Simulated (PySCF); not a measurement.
F3GeHO, SMILES [OH][Ge]([F])([F])[F].

Geometry optimised at PBE-D3(BJ)/def2-SVP. The structure was generated by enumeration, and PubChem lists no compound with its InChIKey, so it may never have been made. The values are those of a single conformer.

Method: PBE-D3(BJ)/def2-SVP (PySCF).

Frequencies are harmonic and unscaled.

```csv
mode,ν (cm⁻¹),IR (km/mol),Raman (Å⁴/amu),depolarisation,moving atoms (share of kinetic energy)
1,68,84.9,2.0,0.75,"H 80 %, F 20 %"
2,196,1.1,0.9,0.73,"F 74 %, O 23 %"
3,213,22.1,0.2,0.75,"F 58 %, O 26 %, H 16 %"
4,244,31.6,1.2,0.71,"F 51 %, Ge 24 %, O 20 %"
5,253,38.2,1.5,0.75,"F 47 %, O 29 %, Ge 24 %"
6,259,38.9,1.1,0.75,"F 69 %, Ge 24 %"
7,673,0.4,15.3,0.01,"F 73 %, O 26 %"
8,743,85.2,1.8,0.75,"F 74 %, Ge 26 %"
9,756,72.8,2.1,0.65,"F 67 %, Ge 26 %"
10,759,116.9,2.0,0.62,"O 50 %, F 25 %, Ge 24 %"
11,907,72.9,1.9,0.74,H 90 %
12,3716,102.6,78.5,0.26,H 94 %
```
